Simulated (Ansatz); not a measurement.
```xyz
10

F     2.245    0.235    1.266
Ge    1.060    0.737    0.099
C    -0.013   -0.718   -0.623
C    -1.129   -0.141    0.274
O    -0.527    1.024    0.874
H     1.702    1.936   -0.605
H    -0.216   -0.676   -1.692
H     0.330   -1.715   -0.351
H    -1.439   -0.841    1.055
H    -2.013    0.158   -0.297
```

Charge 0, multiplicity 1.

Problem. List the PBE/def2-TZVPP orbital energies in eV (the Gaussian-basis code of Ansatz). (Estimate.)

Solution. The calculation gave: Occupied: -10805.41, -1338.66, -1192.10, -1192.09, -1192.05, -659.21, -510.12, -270.52, -269.44, -163.38, -114.85, -114.85, -114.74, -31.09, -30.75, -30.62, -30.61, -30.60, -28.12, -24.95, -18.41, -15.66, -13.10, -11.97, -11.53, -10.67, -10.10, -9.56, -9.36, -9.12, -7.66, -7.11, -6.49. Lowest empty: -0.84, -0.31, 0.09, 0.63, 1.36, 1.52, 2.64, 3.05.
